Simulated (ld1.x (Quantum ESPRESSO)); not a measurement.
## Reading a pseudo-wave (In)

Columns: radius, all-electron u(r) and pseudo u(r) of the 5s shell (level -9.20 eV) of indium in the configuration [Kr] 4d10 5s1 5p2; PBE, scalar-relativistic, PAW scheme, ld1.x (Quantum ESPRESSO) 7.5.

```csv
r (bohr),all-electron,pseudo
0.152,0.0138,0.0245
0.305,0.1828,0.0533
0.458,-0.1219,0.0898
0.610,-0.3182,0.1359
0.762,-0.2966,0.1929
0.915,-0.1400,0.2604
1.068,0.0609,0.3357
1.220,0.2513,0.4143
1.372,0.4099,0.4920
1.525,0.5311,0.5640
1.678,0.6157,0.6247
1.830,0.6685,0.6696
1.982,0.6962,0.6962
2.135,0.7040,0.7040
2.288,0.6965,0.6965
2.440,0.6780,0.6780
2.592,0.6517,0.6517
2.745,0.6197,0.6197
2.898,0.5843,0.5843
3.050,0.5473,0.5473
3.202,0.5095,0.5095
3.355,0.4717,0.4717
3.508,0.4347,0.4347
3.660,0.3993,0.3993
3.812,0.3655,0.3655
3.965,0.3334,0.3334
```

Q: How many radial nodes do the two functions have?

A: The all-electron 5s function has n − l − 1 = 4 (the table is too coarse to show those close to the nucleus); the pseudo-wave has 0, since the states of the same l below it are removed with the core.

Q: At about which radius was the pseudo-wave matched?

A: 2.00 bohr, where the columns begin to agree (steps of 0.15 bohr).

Q: Where does each function peak?

A: Outermost all-electron maximum near 2.13 bohr, pseudo maximum near 2.13 bohr (to the table’s step).

Q: Is the pseudo-wave norm-conserving?

A: No, it belongs to a PAW set: the norm inside the radius is not constrained, and the difference is carried by the augmentation charge.
